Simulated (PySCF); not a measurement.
C₄H₆O₄Zn, charge -1, doublet, at the geometry of the source list (a state made from the parent by changing its charge; the spin is typed, not shown lowest); PySCF with BLYP/3-21G.

Input for PySCF:
```python
from pyscf import gto, scf, dft

mol = gto.Mole()
mol.atom = '''
    Zn   -0.012400   -0.002900   -0.002600
    C     0.104800    2.309700   -2.958300
    C     0.057700    1.376700   -1.783800
    O    -0.470400    0.245400   -1.894300
    O     0.536300    1.733300   -0.679100
    H     0.975600    2.952700   -2.878900
    H     0.116100    1.738800   -3.881200
    H    -0.791100    2.927100   -2.935700
    C    -0.079500   -2.303800    2.963600
    C    -0.059200   -1.377100    1.783500
    O    -1.010500   -0.586200    1.582700
    O     0.907900   -1.401000    0.982900
    H     0.937200   -2.512600    3.281300
    H    -0.663500   -1.864800    3.766100
    H    -0.549000   -3.235500    2.653800
'''
mol.basis = '3-21g'
mol.charge = -1
mol.spin = 1
mol.verbose = 4
mol.build()

mf = dft.UKS(mol)
mf.xc = 'blyp'
mf.kernel()
```

Q: Write the output that PySCF gives for this input, abridged.

A: 
```
PySCF version 2.14.0

[INPUT] verbose = 4
[INPUT] num. atoms = 15
[INPUT] num. electrons = 93
[INPUT] charge = -1
[INPUT] spin (= nelec alpha-beta = 2S) = 1
[INPUT] symmetry False subgroup None
[INPUT] Mole.unit = angstrom
[INPUT] Symbol           X                Y                Z      unit          X                Y                Z       unit  Magmom
[...]
nuclear repulsion = 753.193755301265
number of shells = 63
number of NR pGTOs = 192
number of NR cGTOs = 111
basis = 3-21g
ecp = {}

******** <class 'pyscf.dft.uks.UKS'> ********
method = UKS
initial guess = minao
damping factor = 0
level_shift factor = 0
DIIS = <class 'pyscf.scf.diis.CDIIS'>
diis_start_cycle = 1
diis_space = 8
diis_damp = 0
SCF conv_tol = 1e-09
SCF conv_tol_grad = None
SCF max_cycles = 50
direct_scf = True
direct_scf_tol = 1e-13
number electrons alpha = 47  beta = 46
XC library pyscf.dft.libxc version 7.1.2
    S. Lehtola, C. Steigemann, M. J. T. Oliveira, and M. A. L. Marques,  SoftwareX 7, 1–5 (2018)
XC functionals = blyp
    A. D. Becke,  Phys. Rev. A 38, 3098 (1988)
    C. Lee, W. Yang, and R. G. Parr,  Phys. Rev. B 37, 785 (1988)
    B. Miehlich, A. Savin, H. Stoll, and H. Preuss,  Chem. Phys. Lett. 157, 200 (1989)
radial grids:
    Treutler-Ahlrichs [JCP 102, 346 (1995); DOI:10.1063/1.469408] (M4) radial grids

becke partition: Becke, JCP 88, 2547 (1988); DOI:10.1063/1.454033
pruning grids: <function nwchem_prune>
grids dens level: 3
symmetrized grids: False
atomic radii adjust function: <function treutler_atomic_radii_adjust>
small_rho_cutoff = 0
Set gradient conv threshold to 3.16228e-05
tot grids = 192288
init E= -2224.8595157605

cycle= 1 E= -2224.46937352232  delta_E= 0.39  |g|= 1.11  |ddm|= 3.06
cycle= 2 E= -2217.22580678257  delta_E= 7.24  |g|=  3.1  |ddm|= 8.76
cycle= 3 E= -2223.11649669837  delta_E= -5.89  |g|= 1.59  |ddm|= 8.81
cycle= 4 E= -2224.92929100108  delta_E= -1.81  |g|= 0.317  |ddm|= 3.12
cycle= 5 E= -2224.85632410792  delta_E= 0.073  |g|= 0.451  |ddm|= 2.67
cycle= 6 E= -2224.91221025802  delta_E= -0.0559  |g|= 0.27  |ddm|= 1.97
cycle= 7 E= -2224.97832274852  delta_E= -0.0661  |g|= 0.115  |ddm|= 2.81
cycle= 8 E= -2224.95093916678  delta_E= 0.0274  |g|= 0.187  |ddm|= 2.99
cycle= 9 E= -2224.98131444902  delta_E= -0.0304  |g|= 0.0754  |ddm|= 2.62
cycle= 10 E= -2224.98124795638  delta_E= 6.65e-05  |g|= 0.0831  |ddm|= 1.82
cycle= 11 E= -2224.98275529796  delta_E= -0.00151  |g|= 0.0679  |ddm|= 1.71
cycle= 12 E= -2224.98014752732  delta_E= 0.00261  |g|= 0.0715  |ddm|=  1.6
cycle= 13 E= -2224.97092448187  delta_E= 0.00922  |g|= 0.114  |ddm|= 1.97
cycle= 14 E= -2224.97361864685  delta_E= -0.00269  |g|= 0.103  |ddm|= 0.161
cycle= 15 E= -2224.98311055898  delta_E= -0.00949  |g|= 0.0507  |ddm|= 0.836
cycle= 16 E= -2224.98477634494  delta_E= -0.00167  |g|= 0.0348  |ddm|= 0.291
cycle= 17 E= -2224.98568220972  delta_E= -0.000906  |g|= 0.0251  |ddm|= 0.866
cycle= 18 E= -2224.98609315482  delta_E= -0.000411  |g|= 0.0165  |ddm|= 0.742
cycle= 19 E= -2224.98600014185  delta_E= 9.3e-05  |g|= 0.0157  |ddm|= 0.462
cycle= 20 E= -2224.98624846596  delta_E= -0.000248  |g|= 0.00492  |ddm|= 0.213
cycle= 21 E= -2224.98572332589  delta_E= 0.000525  |g|= 0.0206  |ddm|= 0.343
cycle= 22 E= -2224.98624557746  delta_E= -0.000522  |g|= 0.0049  |ddm|= 0.253
cycle= 23 E= -2224.98624011224  delta_E= 5.47e-06  |g|= 0.00494  |ddm|= 0.0136
cycle= 24 E= -2224.98626536042  delta_E= -2.52e-05  |g|= 0.00207  |ddm|= 0.0663
cycle= 25 E= -2224.98626653171  delta_E= -1.17e-06  |g|= 0.00127  |ddm|= 0.0408
cycle= 26 E= -2224.9862685299  delta_E= -2e-06  |g|= 0.000334  |ddm|= 0.0191
cycle= 27 E= -2224.98626729703  delta_E= 1.23e-06  |g|= 0.00109  |ddm|= 0.0145
cycle= 28 E= -2224.9862681742  delta_E= -8.77e-07  |g|= 0.00057  |ddm|= 0.00897
cycle= 29 E= -2224.98626844031  delta_E= -2.66e-07  |g|= 0.000345  |ddm|= 0.00332
cycle= 30 E= -2224.9862685585  delta_E= -1.18e-07  |g|= 0.000196  |ddm|= 0.00385
cycle= 31 E= -2224.98626855926  delta_E= -7.59e-10  |g|= 0.000164  |ddm|= 0.0013
cycle= 32 E= -2224.98626858426  delta_E= -2.5e-08  |g|= 6.78e-05  |ddm|= 0.00153
cycle= 33 E= -2224.98626858808  delta_E= -3.82e-09  |g|= 5.47e-05  |ddm|= 0.00144
cycle= 34 E= -2224.98626858991  delta_E= -1.83e-09  |g|= 7.82e-06  |ddm|= 0.000993
cycle= 35 E= -2224.98626858993  delta_E= -2.36e-11  |g|= 7.46e-06  |ddm|= 0.000209
Extra cycle  E= -2224.98626840388  delta_E= 1.86e-07  |g|= 0.000386  |ddm|= 0.00565
SCF not converged.
SCF energy = -2224.98626840388 after 50 cycles  <S^2> = 0.75033433  2S+1 = 2.0003343
```

Convergence was not reached.
